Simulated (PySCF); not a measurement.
## Electron correlation in Ga⁻ (gallium, charge -1)

[Ar] 3d10 4s2 4p2, high-spin 3P determinant. All numbers are calculated (PySCF 2.14, a scalar-relativistic core potential, in aug-cc-pVTZ-PP with ECP10MDF). Frozen: 3s2 3p6 3d10; 4 electrons correlated.

MP2 pair energies summed by pair of shells (mhartree):

```csv
pair,energy,share (%)
4s-4p,-24.09,52.3
4s-4s,-17.34,37.6
4p-4p,-4.67,10.1
```

Total MP2 correlation energy: -46.10 mhartree.

Same-spin part -9.62 and opposite-spin part -36.48 mhartree; SCS-MP2 scales them by 1/3 and 6/5 to -46.98 mhartree.
